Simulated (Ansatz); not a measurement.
C₂H₇N, charge +1, doublet, geometry from GFN2-xTB (a state made from the parent by changing its charge; the spin is typed, not shown lowest). Base run: SVWN5/STO-3G (Ansatz, a first-principles code).

Input for Ansatz:
Ansatz 0.2 input:
```yaml
crystal:
  periodic: [false, false, false]
  atoms:
    - {symbol: C, position_ang: [1.16462032, 0.49450601, 0.01295376]}
    - {symbol: C, position_ang: [0.05101631, -0.49634506, -0.14504533]}
    - {symbol: N, position_ang: [-1.22392597, -0.02923642, 0.12425339]}
    - {symbol: H, position_ang: [2.12232609, 0.03717846, -0.21925933]}
    - {symbol: H, position_ang: [1.02729538, 1.35887726, -0.64090065]}
    - {symbol: H, position_ang: [1.20823305, 0.88895655, 1.03080842]}
    - {symbol: H, position_ang: [0.25043837, -1.41179642, 0.46113189]}
    - {symbol: H, position_ang: [0.07477930, -0.95558498, -1.16180745]}
    - {symbol: H, position_ang: [-2.03205693, -0.63143980, 0.04244100]}
    - {symbol: H, position_ang: [-1.37735325, 0.92949821, 0.41036181]}
basis:
  gaussian:
    orbitals: STO-3G
hamiltonian:
  xc: {name: SVWN5}
total_charge: 1
magnetization: {spin_polarized: true, initial_magnetization: 1}
```

The base run was repeated with changes; each row names its change, and settings that it needs were set with it.

```json
[
 {"change": "base", "ΔE vs base (kcal/mol)": "0.000"},
 {"change": "accuracy = high", "ΔE vs base (kcal/mol)": "0.002"},
 {"change": "point_charge = charge:1.0 position_ang:-4.4698, -2.4356, -0.6903", "ΔE vs base (kcal/mol)": "75.3"},
 {"change": "lower_state_search = light", "ΔE vs base (kcal/mol)": "0.000"},
 {"change": "point_charge = charge:-1.0 position_ang:3.1622, -1.981, 3.7864", "ΔE vs base (kcal/mol)": "-58.51"},
 {"change": "fitting.mean_field = cc-pVTZ-JKFIT", "ΔE vs base (kcal/mol)": "-0.088"},
 {"change": "final_grid = 4, 8, 17", "ΔE vs base (kcal/mol)": "-0.034"},
 {"change": "point_charge = charge:0.5 position_ang:-4.6517, -2.0646, 0.6569", "ΔE vs base (kcal/mol)": "38.46"},
 {"change": "forces = on", "ΔE vs base (kcal/mol)": "0.000"},
 {"change": "nuclear_model = gaussian", "ΔE vs base (kcal/mol)": "0.005"},
 {"change": "lower_state_search = full", "ΔE vs base (kcal/mol)": "0.000"}
]
```
